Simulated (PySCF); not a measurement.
A calculated (PBE, PySCF 2.14, x2c-TZVPPall, the spin-free X2C one-electron Hamiltonian (Gaussian nucleus)) atom or ion has these occupied shells.

| shell | electrons | orbital energy (eV) | rms radius, mean of both spins (bohr) |
| --- | --- | --- | --- |
| 1s α | 1 | -9560.0 | 0.0580 |
| 1s β | 1 | -9560.0 | 0.0580 |
| 2s α | 1 | -1200.9 | 0.245 |
| 2s β | 1 | -1200.2 | 0.245 |
| 2p α | 3 | -1046.8 | 0.219 |
| 2p β | 3 | -1046.3 | 0.219 |
| 3s α | 1 | -171.61 | 0.728 |
| 3s β | 1 | -170.23 | 0.728 |
| 3p α | 3 | -125.61 | 0.767 |
| 3p β | 3 | -124.28 | 0.767 |
| 3d α | 5 | -51.261 | 0.930 |
| 3d β | 4 | -50.062 | 0.930 |

Problem. Name the element and its charge.

Solution. Zn³⁺ (zinc, charge +3), in [Ar] 3d9, 2D determinant.
